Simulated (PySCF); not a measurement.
CH9FN2Si2, SMILES [SiH2](N[SiH2]N)CF. Coordinates come from a B3LYP-D3(BJ)/def2-SVP optimisation. The structure was generated by enumeration, and PubChem lists no compound with its InChIKey, so it may never have been made. One conformer was computed; it need not be the lowest.

Give the equilibrium geometry at B3LYP-D3(BJ)/def2-SVP (PySCF confirms it by a frequency run) as Cartesian coordinates in Å. (Estimate from the structure and the level; the computed values follow.)

This is not unique; one that fits is 
```xyz
15

N      3.0212     0.1640    -0.4083
Si     1.7144    -0.9604    -0.2882
N      0.5358    -0.3712     0.8504
Si    -1.1956    -0.2509     0.6642
C     -1.6463     1.2283    -0.4473
F     -3.0304     1.3116    -0.5802
H      3.9579    -0.1634    -0.6214
H      2.8787     1.1165    -0.7297
H      0.9059    -1.1940    -1.5266
H      2.3713    -2.2436     0.0993
H      0.9082    -0.0633     1.7467
H     -1.8001    -0.0371     2.0091
H     -1.7711    -1.4758     0.0417
H     -1.1945     1.1196    -1.4513
H     -1.2666     2.1756    -0.0207
```
Charge 0, spin multiplicity 1.
